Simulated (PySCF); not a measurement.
**Correlation energy of V⁺ (vanadium, charge +1)**

[Ar] 3d3 4s1, high-spin 5F determinant (an excited configuration). Computed with PySCF 2.14 in def2-QZVPPD (11s6p5d3f2g, 93 functions), with the non-relativistic Hamiltonian (point nucleus). Frozen: [Ne]; 12 electrons correlated.

| level | correlation energy (mhartree) |
| --- | --- |
| CCSD | -342.51 |
| (T) | -8.13 |
| CCSD(T) | -350.64 |

Diagnostics: T1 = 0.0096, D1 = 0.0376, largest double amplitude 0.020.

Cost of the coupled-cluster step: roughly 70 core-seconds, for 12 correlated electrons.

This basis was not built for core-valence correlation, so the inner-shell part is incomplete.
